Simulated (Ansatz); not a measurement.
Two structures of SiNH5Cl2, singlet, reached by relaxing down either side of one saddle point (PBE0-D4/def2-TZVP). Energies are electronic, without zero-point energy. Program: Ansatz 0.2.0. Basis: def2-TZVPP and def2-QZVPP. Cores are frozen in the correlated methods. Extrapolation: Hartree–Fock as exp(−7.88 √X), correlation as X^−2.97. First:

Si1  (-0.741, -1.390, -0.016)
H2  (0.685, -1.281, 0.326)
Cl3  (-0.905, -2.630, -1.640)
Cl4  (-1.708, -2.233, 1.583)
H5  (-1.423, -0.129, -0.341)
H6  (1.874, 1.596, 0.278)
N7  (0.897, 1.662, 0.021)
H8  (0.462, 2.301, 0.676)
H9  (0.860, 2.105, -0.889)
(Å)

Second:

```
9
angstrom
Si -1.1897 -0.1288 -0.2826
H 2.8200 -1.0218 0.8332
Cl -0.5733 -1.4426 -1.7226
Cl -1.3902 -1.0422 1.5353
H -2.5434 0.3035 -0.6751
H 2.1806 -0.6919 0.6325
N -0.0122 1.0714 -0.1349
H 0.1505 1.5763 0.7186
H 0.5578 1.3763 -0.9044
```

Problem. Which bonds change from the first to the second?

Solution. SiH₂Cl₂ ([Cl][SiH2][Cl]) + NH₃ → SiNH₃Cl₂ ([NH2][SiH]([Cl])[Cl]) + H₂; bonds formed: Si1–N7, H2–H6; bonds broken: Si1–H2, H6–N7.

Problem. Give the saddle point's structure and its height above each. (To be estimated.)

Solution. By the calculation: 43.49 kcal/mol above the first and 52.81 kcal/mol above the second (CCSD(T) at an estimated basis limit (MP2 extrapolated from triple and quadruple zeta, plus CCSD(T) − MP2 in triple zeta)).
```
9
angstrom
Si -0.5062 -0.5217 -0.0632
H 1.1150 -0.9822 0.3997
Cl -0.1448 -1.6532 -1.7603
Cl -1.0411 -1.2148 1.8144
H -1.8475 -0.0258 -0.4604
H 1.2004 0.0712 0.2939
N 0.4522 1.0630 -0.0166
H 0.1833 1.7312 0.6974
H 0.5889 1.5324 -0.9050
```

T1 diagnostic: at most 0.010. The start structure is not quite a true minimum (one mode of 37i cm⁻¹).

Labels in which every atom is bracketed show which atoms are joined, not bond orders.

For scale, one of the runs: CCSD(T)/def2-TZVPP, 227 basis functions, launched by `ansatz run in.yaml --threads 4 --pin off --events-out ev --progress --plain --max-ram 9574MiB`. Hardware: 4 CPU threads of an Arm Neoverse V2, shared host. Wall time 68 s; peak host memory 3.5 GiB.
